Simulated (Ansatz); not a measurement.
# Loss of C2H4: C2H7Ge → GeH3 + C2H4

Species: C2H7Ge `[CH2][CH2][GeH3]`, doublet; GeH3 `[GeH3]`, doublet; C2H4 `C=C`, singlet. This is a balance of energies; it says nothing on the path, which may need atoms to shift.

Shapes, held fixed at every level: PBE0-D4/def2-TZVP. Flexible molecules stand in one conformer, not always the lowest. Programs: Ansatz 0.2.0. The zero-point and thermal change to 298 K, harmonic and unscaled (PBE0-D4/def2-TZVP), is -3.6 kJ/mol.

| level | kind | ΔH(298 K) (kJ/mol) | less CCSD(T)/def2-TZVPP |
| --- | --- | --- | --- |
| MP2/def2-SVP | perturbation theory | +52.5 | -4.9 |
| MP2/def2-TZVPP | perturbation theory | +61.4 | +4.0 |
| HF/def2-SVP | Hartree–Fock | +49.6 | -7.8 |
| SPW92/def2-TZVPP | LDA | +88.6 | +31.2 |
| wB97X-V/def2-TZVPP | range-separated hybrid | +70.2 | +12.8 |
| CCSD/def2-SVP | coupled cluster or CI | +47.0 | -10.4 |
| CCSD(T)/def2-TZVPP | coupled cluster or CI | +57.4 | 0.0 |

The highest level, CCSD(T)/def2-TZVPP, gives ΔH(298 K) = +57.4 kJ/mol; the levels span +47.0 to +88.6. The column of differences is taken from that level and isn't an error. No measured value is set beside it here. Open shells run unrestricted. Relativity is left out for Ge. Outer-core shells of Ge are correlated, in sets that cover them unevenly.
